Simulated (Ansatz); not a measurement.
`[OH][Cd][O][SiH3]` + NH₃ → `[NH2][Cd][O][SiH3]` + H₂O  (ligand exchange at a Cd–O bond)

Program: Ansatz. Geometries: PBE0-D4/def2-TZVP. ΔE: electronic, gas phase. CCSD(T)/CBS adds triple-zeta CCSD(T) − MP2 to the extrapolated MP2 energy (def2 sets, frozen cores). This one scheme is used for every species. Functionals use def2-TZVPP. B3LYP here is the variant with VWN-RPA as its local correlation; programs differ in this. HSE06 is defined as in plane-wave codes. Elements past krypton have def2 core potentials. For Cd outer-core shells are correlated without core-valence functions, which leaves a few kJ/mol of doubt a bond. One conformer a species, not always the lowest.

```
             level  ΔE (kJ/mol)  difference from CCSD(T)/CBS
       LDA (SPW92)          5.0                         -4.2
            PBE-D4         10.8                          1.6
         revPBE-D4         10.8                          1.6
           BLYP-D4         14.1                          4.9
         r2SCAN-D4         13.3                          4.1
            B97M-V         17.8                          8.6
           PBE0-D4          8.8                         -0.4
          B3LYP-D4         12.2                          3.0
        r2SCANh-D4         12.0                          2.8
        r2SCAN0-D4         10.4                          1.2
          HSE06-D4          8.6                         -0.6
          BHLYP-D4         12.1                          2.9
      CAM-B3LYP-D4         13.2                          4.0
           ωB97X-V         13.7                          4.5
            B2PLYP         12.4                          3.2
          PBE-QIDH          8.2                         -1.0
               PBE         11.9                          2.7
            revPBE         13.6                          4.4
              BLYP         16.5                          7.3
            r2SCAN         13.7                          4.5
              PBE0          9.8                          0.6
           r2SCAN0         10.8                          1.6
             HSE06          9.6                          0.4
             BHLYP         13.7                          4.5
           LC-ωPBE         13.9                          4.7
RPA@PBE/def2-TZVPP          9.8                          0.6
       HF/def2-SVP         19.0                          9.8
      MP2/def2-SVP          9.3                          0.1
     CCSD/def2-SVP         12.0                          2.8
  CCSD(T)/def2-SVP         11.3                          2.1
     HF/def2-TZVPP         17.7                          8.5
    MP2/def2-TZVPP          4.5                         -4.7
SCS-MP2/def2-TZVPP          8.6                         -0.6
   CCSD/def2-TZVPP          8.9                         -0.3
CCSD(T)/def2-TZVPP          7.9                         -1.3
     HF/def2-QZVPP         19.3                         10.1
    MP2/def2-QZVPP          5.8                         -3.4
SCS-MP2/def2-QZVPP          9.8                          0.6
     MP2/CBS(def2)          5.8                         -3.4
    CCSD/CBS(def2)         10.2                          1.0
       CCSD(T)/CBS          9.2                            0
```

Question: What do rigid-rotor, harmonic-oscillator terms from PBE0-D4/def2-TZVP frequencies (298.15 K, 1 bar) make of the CCSD(T)/CBS value? (An estimate is asked.)

Answer: Computed: ΔZPE = -1.8 kJ/mol, ΔH = +7.8 kJ/mol, ΔS = -1 J/(mol·K), ΔG = +8.0 kJ/mol. Modes under 50 cm⁻¹ make the entropy rough.

Largest T1 diagnostic among the species: 0.016.

In def2-TZVPP, CCSD(T) changes the Hartree–Fock value by −9.7 kJ/mol (the triples alone add −1.0 kJ/mol) and MP2 by −13.1 kJ/mol. Leaving LDA and LC-ωPBE aside and taking each functional with its dispersion term where it has one, the values spread over 9.5 kJ/mol, from PBE-QIDH to B97M-V. LDA lies −6.9 kJ/mol from PBE without D4.
